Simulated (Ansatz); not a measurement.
`C[N]([AlH2])[AlH2]` and `C[NH][AlH2]` differ in one atom or group.

Ansatz, PBE0-D4/def2-TZVP geometries, multiplicity 1. 

```json
{"property": "size of the dipole moment (ωB97M-V/def2-TZVPP) / D", "`C[N]([AlH2])[AlH2]`": "0.95"}
{"property": "HOMO energy (PBE0/def2-TZVPP) / eV", "`C[N]([AlH2])[AlH2]`": "-7.35"}
{"property": "LUMO energy (PBE/def2-TZVPP) / eV", "`C[N]([AlH2])[AlH2]`": "-1.84"}
{"property": "zero-point energy (PBE0-D4/def2-TZVP) / kJ/mol", "`C[N]([AlH2])[AlH2]`": "186.1"}
{"property": "HOMO energy (B3LYP/def2-TZVPP) / eV", "`C[N]([AlH2])[AlH2]`": "-7.13"}
{"property": "HOMO energy (PBE/def2-TZVPP) / eV", "`C[N]([AlH2])[AlH2]`": "-6.18"}
```

**Question.** What does the change do to each property? (Estimate.)

**Answer.** Ansatz gave: 
```json
{"property": "size of the dipole moment (ωB97M-V/def2-TZVPP) / D", "`C[NH][AlH2]`": "1.20", "shift": "0.25"}
{"property": "HOMO energy (PBE0/def2-TZVPP) / eV", "`C[NH][AlH2]`": "-6.88", "shift": "0.47"}
{"property": "LUMO energy (PBE/def2-TZVPP) / eV", "`C[NH][AlH2]`": "-1.42", "shift": "0.42"}
{"property": "zero-point energy (PBE0-D4/def2-TZVP) / kJ/mol", "`C[NH][AlH2]`": "177.8", "shift": "-8.3"}
{"property": "HOMO energy (B3LYP/def2-TZVPP) / eV", "`C[NH][AlH2]`": "-6.67", "shift": "0.46"}
{"property": "HOMO energy (PBE/def2-TZVPP) / eV", "`C[NH][AlH2]`": "-5.63", "shift": "0.55"}
```

With PBE0 the HOMO rises by 0.47 eV and the LUMO rises by 0.39 eV, so the gap narrows by about 0.08 eV. PBE moves the HOMO by 0.55 eV and ωB97M-V by 0.43 eV. The zero-point energy changes by -8.3 kJ/mol with -6 modes. Dipoles are sizes alone; their direction can turn.

B3LYP here is the variant with VWN-RPA as its local correlation; programs differ in this.
